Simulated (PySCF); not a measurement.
**Mo⁺: ionisation energy**

Mo⁺ [Kr] 4d5 [4d3/2^4 4d5/2^1, M_J = 5/2] → Mo²⁺ [Kr] 4d4 [4d3/2^4, M_J = 0], as a difference of total energies. Computed with PySCF 2.14 in x2c-SVPall-2c (6s8p6d1f, 67 functions), with the two-component X2C-1e Hamiltonian. Correlated levels: [Ar] 3d10 frozen; the 6 highest virtual spinors dropped. "Screened" scales the spin-orbit matrix elements by Boettger's factors to mimic the two-electron term; Breit and QED terms are absent.

| method | ionisation energy (eV) |
| --- | --- |
| GHF (spin-free) | 15.190 |
| GMP2 (spin-free) | 15.902 |
| GHF (screened spin-orbit) | 15.092 |
| GMP2 (screened spin-orbit) | 15.799 |

Question: How much does correlation contribute at GMP2 (screened spin-orbit)?

Answer: 15.799 − (15.092) = 0.707 eV, measured against GHF (screened spin-orbit).

The spin-free rows relax to the high-spin LS determinant and lack the spin-orbit shift.

Errors of the correlated levels include the incompleteness of this basis and the frozen core.

The labels give the starting determinants; with spin-orbit coupling the two ends relaxed to ⟨J²⟩ = 8.75, ⟨L²⟩ = 0.01, ⟨S²⟩ = 8.75 and ⟨J²⟩ = 3.76, ⟨L²⟩ = 5.99, ⟨S²⟩ = 5.98.

The determinant of Mo²⁺ mixes levels of different J (the jj label is only the starting occupation), so the difference between spin-free and spin-orbit rows is not the physical spin-orbit shift.

For comparison: 16.16 ± 0.12 eV (semi-empirical (NIST evaluation); NIST Atomic Spectra Database, ionization energies).
